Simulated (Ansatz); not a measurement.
The same carbene extrusion along the group C, Si, Ge, Sn.

Program: Ansatz. Geometries: PBE0-D4/def2-TZVP. ΔE: electronic, gas phase. CBS: MP2 limit from def2 TZ/QZ plus the TZ coupled-cluster correction, frozen cores. Small cases extrapolate CCSD(T) itself. Functionals use def2-TZVPP. Elements past krypton have def2 core potentials. For Ge, Sn outer-core shells are correlated without core-valence functions, which leaves a few kJ/mol of doubt a bond. Scalar relativity is left out up to krypton.

```csv
reaction,HF/CBS(def2) (kcal/mol),B97M-V (kcal/mol),revPBE-D4 (kcal/mol),ωB97M-V (kcal/mol)
difluoromethane → `F[C]F` + H₂,67.2,68.5,66.7,67.7
`F[SiH2]F` → `F[Si]F` + H₂,44.1,38.1,33.4,35.2
`[F][GeH2][F]` → `[F][Ge][F]` + H₂,17.4,15.0,5.8,9.6
`[F][SnH2][F]` → `[F][Sn][F]` + H₂,-4.4,-5.2,-15.1,-8.9
```

(1) Give the CCSD(T)/CBS values in the same order. (Best estimate.)

Largest T1 diagnostic: 0.017, for `F[C]F`.

Extrapolated directly: difluoromethane → `F[C]F` + H₂; `F[SiH2]F` → `F[Si]F` + H₂.

Answers

(1) Computed: 70.0, 39.2, 11.5, -9.5 kcal/mol.
